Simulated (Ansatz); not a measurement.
Input file for Ansatz (a program for electronic structure): R-PBE/def2-TZVPP on C4H11As (SMILES CC(C)(C)[AsH2]).

Ansatz 0.2 input:
```yaml
crystal:
  periodic: [false, false, false]
  atoms:
    - {symbol: C, position_ang: [-1.09949180, 0.33496958, 1.07282545]}
    - {symbol: C, position_ang: [-0.09367937, 0.04908172, -0.04407434]}
    - {symbol: C, position_ang: [1.17359480, -0.57781978, 0.53158128]}
    - {symbol: C, position_ang: [-0.71641434, -0.87717456, -1.09054759]}
    - {symbol: As, position_ang: [0.28794060, 1.80915509, -0.96267283]}
    - {symbol: H, position_ang: [-1.37859635, -0.59844465, 1.57212611]}
    - {symbol: H, position_ang: [-0.68096381, 1.00167371, 1.82959802]}
    - {symbol: H, position_ang: [-2.01313017, 0.79132487, 0.68686665]}
    - {symbol: H, position_ang: [1.90921090, -0.78109262, -0.24783163]}
    - {symbol: H, position_ang: [0.93257504, -1.52821209, 1.02141283]}
    - {symbol: H, position_ang: [1.63976077, 0.07152087, 1.27386248]}
    - {symbol: H, position_ang: [-0.01983617, -1.09028224, -1.90401477]}
    - {symbol: H, position_ang: [-0.98874775, -1.83201905, -0.62949571]}
    - {symbol: H, position_ang: [-1.62175381, -0.44707400, -1.52336776]}
    - {symbol: H, position_ang: [1.50259590, 1.30608230, -1.74116773]}
    - {symbol: H, position_ang: [1.16683555, 2.36851083, 0.15499955]}
basis:
  gaussian:
    orbitals: def2-TZVPP
hamiltonian:
  xc: {name: PBE}
scf: {lower_state_search: off}
```

What total energy does the run end on?

-2394.4034 hartree.
